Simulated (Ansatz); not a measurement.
Consider the redistribution: `C[SiH2]S[SiH2]Cl` + `CBBN` → `NB[SiH2]Cl` + `CBS[SiH2]C`.

Program: Ansatz. Geometries: PBE0-D4/def2-TZVP. ΔE: electronic, gas phase. CCSD(T)/CBS is the MP2 limit (def2-TZVPP, def2-QZVPP) plus CCSD(T) − MP2 in def2-TZVPP, frozen cores. DFT in def2-TZVPP. B3LYP here is the variant with VWN-RPA as its local correlation; programs differ in this. One conformer a species, not always the lowest.

| level | ΔE (eV) |
| --- | --- |
| PBE | -0.48 |
| B3LYP | -0.45 |
| CCSD/def2-TZVPP | -0.45 |
| HF/def2-QZVPP | -0.36 |
| MP2/def2-QZVPP | -0.41 |
| SCS-MP2/def2-QZVPP | -0.41 |
| HF/CBS(def2) | -0.36 |
| MP2/CBS(def2) | -0.40 |

(1) What does CCSD(T)/CBS give? (Best estimate.)

Largest T1 diagnostic among the species: 0.012.

Answers

(1) The calculation gave: -0.42 eV. The listed levels differ from it by -0.06, -0.03, -0.03, 0.06, 0.01, 0.01, 0.06, 0.02 eV.

From PBE to PBE0 (25 % exact exchange), in def2-TZVPP and without D4, ΔE moves by +0.04 eV. In def2-TZVPP, CCSD(T) changes the Hartree–Fock value by −0.11 eV (the triples alone add −0.03 eV) and MP2 by −0.08 eV.
